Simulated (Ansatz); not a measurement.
Diatomic BaBr, multiplicity 2 (the spin of the measured ground state). No spin–orbit coupling. Br is treated without relativity.

```json
[
 {"level": "SVWN5/def2-TZVPP", "bond energy D_e (kcal/mol)": "107.48"},
 {"level": "PBE/def2-TZVPP", "bond energy D_e (kcal/mol)": "98.48"},
 {"level": "r2SCAN/def2-TZVPP", "bond energy D_e (kcal/mol)": "105.43"},
 {"level": "B97M-V/def2-TZVPP", "bond energy D_e (kcal/mol)": "95.79"},
 {"level": "B3LYP/def2-TZVPP", "bond energy D_e (kcal/mol)": "93.93"},
 {"level": "PBE0/def2-TZVPP", "bond energy D_e (kcal/mol)": "98.56"},
 {"level": "BHLYP/def2-TZVPP", "bond energy D_e (kcal/mol)": "93.08"},
 {"level": "CAM-B3LYP/def2-TZVPP", "bond energy D_e (kcal/mol)": "94.94"},
 {"level": "wB97X-V/def2-TZVPP", "bond energy D_e (kcal/mol)": "98.25"},
 {"level": "B2PLYP/def2-TZVPP", "bond energy D_e (kcal/mol)": "94.58"},
 {"level": "CCSD/def2-TZVPP", "bond energy D_e (kcal/mol)": "92.22"},
 {"level": "CCSD/def2-QZVPP", "bond energy D_e (kcal/mol)": "95.21"},
 {"level": "CCSD(T)/def2-TZVPP", "bond energy D_e (kcal/mol)": "93.25"},
 {"level": "CCSD(T)/def2-QZVPP", "bond energy D_e (kcal/mol)": "96.36"}
]
```

The rows run from 92.22 (CCSD/def2-TZVPP) to 107.48 kcal/mol (SVWN5/def2-TZVPP). From def2-TZVPP to def2-QZVPP CCSD(T) changes by 3.11. The 10 functionals in def2-TZVPP without D3 or D4 span 14.40, from BHLYP to SVWN5.

D_e counts from the fitted minimum to each atom's lowest state at the same level, without counterpoise.

Correlated levels freeze the inner cores; with def2 sets outer-core shells near the valence are correlated too.

Codes used: Ansatz (Gaussian basis) for Hartree–Fock, density functionals and correlated methods. Values without a source in brackets are computed. In def2 rows elements past Kr take small-core potentials, without spin–orbit coupling.

Ansatz is an electronic-structure program.
